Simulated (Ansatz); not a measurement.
Ansatz (a first-principles code) input:

Ansatz 0.2 input:
```yaml
crystal:
  periodic: [false, false, false]
  atoms:
    - {symbol: C, position_ang: [1.58127501, -0.59400284, -0.55015376]}
    - {symbol: C, position_ang: [0.84204229, 0.27288941, 0.17360442]}
    - {symbol: C, position_ang: [-0.57247051, 0.59247619, -0.21688990]}
    - {symbol: O, position_ang: [-1.52558098, -0.31873362, 0.40883161]}
    - {symbol: H, position_ang: [2.55341308, -0.76711291, -0.03601969]}
    - {symbol: H, position_ang: [1.14172926, 0.73889377, 1.13210057]}
    - {symbol: H, position_ang: [-0.66889557, 0.50859802, -1.30628459]}
    - {symbol: H, position_ang: [-0.89138258, 1.59414008, 0.09864707]}
    - {symbol: H, position_ang: [-1.03529703, -1.15282642, 0.40153930]}
basis:
  gaussian:
    orbitals: def2-TZVP
hamiltonian:
  xc: b3lyp
  dispersion: d3bj
total_charge: -1
phonons: {temperatures: {t_min: 298.15, t_max: 298.15, t_step: 100}}
```

Which total energy does the run end on?

-192.55918 Eh (B3LYP-D3(BJ)/def2-TZVP). The basis has 154 functions. The run takes roughly 3 core-minutes.

It need not be the lowest isomer of its formula. Whether it binds its extra electron was not tested at this geometry.
